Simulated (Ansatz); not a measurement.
The same path of C₂H₉NSi₂ (14 atoms, charge 0, multiplicity 1) was run twice with different band settings. The coordinate that changes most is the dihedral C3–Si4–Si5–H14.

All numbers below come from Ansatz, RKS PBE0/def2-SVP.

Relaxed end points:

```xyz
14
Properties=species:S:1:pos:R:3
N -0.813 0.938 2.158
C 0.130 0.149 1.844
C 0.077 -1.052 0.954
Si 0.805 -0.703 -0.777
Si -0.381 1.018 -1.849
H -1.695 0.627 1.730
H 1.132 0.388 2.248
H -0.962 -1.401 0.823
H 0.663 -1.881 1.386
H 2.245 -0.319 -0.642
H 0.732 -1.961 -1.586
H -0.175 2.320 -1.146
H -1.843 0.695 -1.845
H 0.072 1.152 -3.268
```

```xyz
14
Properties=species:S:1:pos:R:3
N -0.503 1.131 2.159
C 0.325 0.235 1.810
C 0.069 -1.001 1.006
Si 0.655 -0.822 -0.802
Si -0.463 0.949 -1.866
H -1.448 0.888 1.835
H 1.379 0.392 2.105
H -1.006 -1.248 0.994
H 0.613 -1.860 1.435
H 2.132 -0.578 -0.825
H 0.384 -2.108 -1.519
H -1.942 0.778 -1.702
H -0.144 0.954 -3.327
H -0.063 2.261 -1.274
```

Common settings: climbing image yes; spring 5.0 eV/Å²; optimiser quadratic models (default); start path through a guess of the saddle point; force threshold 0.03 eV/Å; end points relaxed.

| run | movable images | iteration limit |
| --- | --- | --- |
| 1 | 9 | 52 |
| 2 | 3 | 60 |

Q: What does each run give, and how far can it be trusted?

A: Run 1: converged after 13 iterations, highest image 0.036 eV above the first end. A vibrational analysis at the climbing image gives one clearly imaginary mode, 95i cm⁻¹: a first-order saddle point.
Run 2: converged after 12 iterations, highest image 0.036 eV above the first end. Another band between the same ends (9 images) ends at a top of the same energy, where a vibrational analysis finds 1 clearly imaginary mode. So few images can step over the top or miss a turn of the path.
